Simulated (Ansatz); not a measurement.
Consider the cleavage of the B–B bond: `C=CBB(C)F` + HI → `C=CBI` + `CBF`.

Computed with Ansatz on PBE0-D4/def2-TZVP structures; ΔE is electronic, products minus reactants. CBS: MP2 limit from def2 TZ/QZ plus the TZ coupled-cluster correction, frozen cores. This one scheme is used for every species. DFT in def2-TZVPP. def2 core potentials past Kr. For I outer-core shells are correlated without core-valence functions, which leaves a few kJ/mol of doubt a bond. Each species was taken in one conformer, which may not be the lowest.

(1) Is it downhill or uphill in electronic energy at CCSD(T)/CBS, and by how much? (Best estimate.)

(2) What do these levels give: r2SCAN-D4, ωB97M-V, B2PLYP, r2SCAN, HF/def2-TZVPP, SCS-MP2/def2-TZVPP? (Best estimate.)

Largest T1 diagnostic among the species: 0.012.

## Answers

(1) Ansatz gave: Downhill: ΔE = -110.7 kJ/mol.

(2) The calculation gave: r2SCAN-D4 -108.4, ωB97M-V -104.5, B2PLYP -109.4, r2SCAN -108.9, HF/def2-TZVPP -106.9, SCS-MP2/def2-TZVPP -115.8 kJ/mol.
